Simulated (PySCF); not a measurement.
PySCF input (M06-2X/def2-TZVPD):

```python
from pyscf import gto, scf, dft

mol = gto.M(
    atom='''
    C    -0.00000000   -0.00000000   -0.63472800
    C     0.00000000    0.00000000    0.63472800
    ''',
    basis='def2-tzvpd',
    charge=-2,
    spin=0,
    verbose=4,
)

mf = dft.RKS(mol, xc='m062x').density_fit(auxbasis='def2-universal-jkfit')
mf.grids.level = 4
mf.conv_tol = 1e-9
mf.max_cycle = 100
mf.max_memory = 1500
mf.kernel()
if not mf.converged:
    mf = mf.newton()
    mf.kernel(mf.make_rdm1())
mf.analyze()
```

End of the output:

```
Extra cycle  E= -75.883480306377  delta_E= -5.17e-12  |g|= 3.34e-06  |ddm|= 0.000127
converged SCF energy = -75.883480306377
**** SCF Summaries ****
Total Energy =                         -75.883480306376981
Nuclear Repulsion Energy =              15.006726970544864
One-electron Energy =                 -137.790534712563613
Two-electron Energy =                   46.900327435641771
Two-electron Coulomb Energy =           57.886602082156060
DFT Exchange-Correlation Energy =      -10.986274646514286
HOMO-LUMO gap [eV] =                     5.635441967234494
**** MO energy ****
MO #1   energy= -10.0409848319096  occ= 2
MO #2   energy= -10.0392456431687  occ= 2
MO #3   energy= -0.302893147139983 occ= 2
MO #4   energy= 0.0748207453208423 occ= 2
MO #5   energy= 0.163125239494745  occ= 2
MO #6   energy= 0.163125239494794  occ= 2
MO #7   energy= 0.17381537113549   occ= 2
MO #8   energy= 0.380914045311532  occ= 0
MO #9   energy= 0.390354163408894  occ= 0
MO #10  energy= 0.48858881021761   occ= 0
MO #11  energy= 0.488588810217631  occ= 0
MO #12  energy= 0.528954960183864  occ= 0
MO #13  energy= 0.571071543277282  occ= 0
MO #14  energy= 0.587988529672988  occ= 0
MO #15  energy= 0.587988555581532  occ= 0
MO #16  energy= 0.606712270100883  occ= 0
MO #17  energy= 0.606712270100913  occ= 0
MO #18  energy= 0.650269498060402  occ= 0
MO #19  energy= 0.650269498060471  occ= 0
MO #20  energy= 0.674704920623593  occ= 0
MO #21  energy= 0.674704921967119  occ= 0
MO #22  energy= 0.743495882897061  occ= 0
MO #23  energy= 0.743495882897093  occ= 0
MO #24  energy= 0.774996144471555  occ= 0
MO #25  energy= 0.803096434331163  occ= 0
MO #26  energy= 0.928201592383566  occ= 0
MO #27  energy= 0.992769330547739  occ= 0
MO #28  energy= 0.992769330547925  occ= 0
MO #29  energy= 1.00197467854944   occ= 0
MO #30  energy= 1.26748781671094   occ= 0
MO #31  energy= 1.26748797709272   occ= 0
MO #32  energy= 1.29983689972973   occ= 0
MO #33  energy= 1.3988929519016    occ= 0
MO #34  energy= 1.39889295190164   occ= 0
MO #35  energy= 1.52421484790646   occ= 0
MO #36  energy= 1.52421487238826   occ= 0
MO #37  energy= 1.52969218255687   occ= 0
MO #38  energy= 1.65071710182681   occ= 0
MO #39  energy= 1.65071710182683   occ= 0
MO #40  energy= 1.78687559698086   occ= 0
MO #41  energy= 1.96004226954615   occ= 0
MO #42  energy= 1.96004226954619   occ= 0
MO #43  energy= 1.97360223616891   occ= 0
MO #44  energy= 2.16252258673449   occ= 0
MO #45  energy= 2.31683019847035   occ= 0
MO #46  energy= 2.31683019847046   occ= 0
MO #47  energy= 2.46668680373716   occ= 0
MO #48  energy= 2.54331789836983   occ= 0
MO #49  energy= 3.03100542967948   occ= 0
MO #50  energy= 3.031008924054     occ= 0
MO #51  energy= 3.0709500707407    occ= 0
MO #52  energy= 3.07095007074071   occ= 0
MO #53  energy= 3.14188823829641   occ= 0
MO #54  energy= 3.14188823829642   occ= 0
MO #55  energy= 3.40728104265518   occ= 0
MO #56  energy= 3.42595960832979   occ= 0
MO #57  energy= 3.42595960832981   occ= 0
MO #58  energy= 3.5900686335538    occ= 0
MO #59  energy= 3.59006863355385   occ= 0
MO #60  energy= 3.61064648713681   occ= 0
MO #61  energy= 3.61065946651629   occ= 0
MO #62  energy= 3.6896668550838    occ= 0
MO #63  energy= 3.68968042559158   occ= 0
MO #64  energy= 4.01258051972074   occ= 0
MO #65  energy= 4.01258051972077   occ= 0
MO #66  energy= 4.02801466315002   occ= 0
MO #67  energy= 4.02801979382284   occ= 0
MO #68  energy= 4.03062315944268   occ= 0
MO #69  energy= 4.89230483558497   occ= 0
MO #70  energy= 4.96315288165901   occ= 0
MO #71  energy= 4.96315288165903   occ= 0
MO #72  energy= 5.07784572384192   occ= 0
MO #73  energy= 22.310875177864    occ= 0
MO #74  energy= 23.0054354894899   occ= 0
 ** Mulliken pop on meta-lowdin orthogonal AOs  **
 ** Mulliken pop  **
pop of  0 C 1s            1.99995
pop of  0 C 2s            1.46109
pop of  0 C 3s            0.10958
pop of  0 C 4s            0.03946
pop of  0 C 5s            0.02826
pop of  0 C 6s            0.01457
pop of  0 C 2px           0.97673
pop of  0 C 2py           0.97673
pop of  0 C 2pz           1.30219
pop of  0 C 3px           0.01537
pop of  0 C 3py           0.01537
pop of  0 C 3pz           0.02330
pop of  0 C 4px           0.00646
pop of  0 C 4py           0.00646
pop of  0 C 4pz           0.00988
pop of  0 C 3dxy          0.00000
pop of  0 C 3dyz          0.00121
pop of  0 C 3dz^2         0.00606
pop of  0 C 3dxz          0.00121
pop of  0 C 3dx2-y2       0.00000
pop of  0 C 4dxy          0.00000
pop of  0 C 4dyz          0.00014
pop of  0 C 4dz^2         0.00007
pop of  0 C 4dxz          0.00014
pop of  0 C 4dx2-y2       0.00000
pop of  0 C 5dxy          0.00000
pop of  0 C 5dyz          0.00008
pop of  0 C 5dz^2         0.00390
pop of  0 C 5dxz          0.00008
pop of  0 C 5dx2-y2       0.00000
pop of  0 C 4f-3          0.00000
pop of  0 C 4f-2          0.00000
pop of  0 C 4f-1          0.00000
pop of  0 C 4f+0          0.00168
pop of  0 C 4f+1          0.00000
pop of  0 C 4f+2          0.00000
pop of  0 C 4f+3          0.00000
pop of  1 C 1s            1.99995
pop of  1 C 2s            1.46109
pop of  1 C 3s            0.10958
pop of  1 C 4s            0.03946
pop of  1 C 5s            0.02826
pop of  1 C 6s            0.01457
pop of  1 C 2px           0.97673
pop of  1 C 2py           0.97673
pop of  1 C 2pz           1.30219
pop of  1 C 3px           0.01537
pop of  1 C 3py           0.01537
pop of  1 C 3pz           0.02330
pop of  1 C 4px           0.00646
pop of  1 C 4py           0.00646
pop of  1 C 4pz           0.00988
pop of  1 C 3dxy          0.00000
pop of  1 C 3dyz          0.00121
pop of  1 C 3dz^2         0.00606
pop of  1 C 3dxz          0.00121
pop of  1 C 3dx2-y2       0.00000
pop of  1 C 4dxy          0.00000
pop of  1 C 4dyz          0.00014
pop of  1 C 4dz^2         0.00007
pop of  1 C 4dxz          0.00014
pop of  1 C 4dx2-y2       0.00000
pop of  1 C 5dxy          0.00000
pop of  1 C 5dyz          0.00008
pop of  1 C 5dz^2         0.00390
pop of  1 C 5dxz          0.00008
pop of  1 C 5dx2-y2       0.00000
pop of  1 C 4f-3          0.00000
pop of  1 C 4f-2          0.00000
pop of  1 C 4f-1          0.00000
pop of  1 C 4f+0          0.00168
pop of  1 C 4f+1          0.00000
pop of  1 C 4f+2          0.00000
pop of  1 C 4f+3          0.00000
 ** Mulliken atomic charges  **
charge of    0C =     -1.00000
charge of    1C =     -1.00000

WARN: System has nonzero charge -2; the dipole moment is origin-dependent.
Location of origin: [0. 0. 0.]

Dipole moment(X, Y, Z, Debye):  0.00000,  0.00000,  0.00000
```
